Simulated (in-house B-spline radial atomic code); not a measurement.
Configurations of Ru⁶⁺, with energies counted from [Kr] 4d2. Computed with an all-electron radial atomic-structure program (B-spline basis): scalar-relativistic (X2C) B3LYP, spin-polarised, spherical fractional occupations, exact exchange averaged over the configuration, Fermi nucleus of rms radius 4.4809 fm. Shells without spins written out take the highest spin.

Occupations are held fixed; configurations that lie above the ionisation limit could autoionise.

```csv
configuration,E - E(ref) (eV),highest orbital,its <r> (bohr)
[Ar] 3d10 4s2 4p5 4d3,43.905,4d up,1.249
[Ar] 3d10 4s2 4p5 4d2 4f1,87.491,4f up,1.786
[Ar] 3d9 4s2 4p6 4d3,288.49,4d up,1.215
[Ar] 3d9 4s2 4p6 4d2 5s1,313.97,5s up,2.054
```

Problem. Order these further configurations by energy, lowest first.
A. [Ar] 3d9 4s2 4p6 4d2 4f1
B. [Ar] 3d10 4s2 4p5 4d2 5s1
C. [Kr] 4d1 5s1
D. [Kr] 4d1 5f1

Solution. C (22.472 eV), D (61.643 eV), B (67.742 eV), A (333.93 eV).
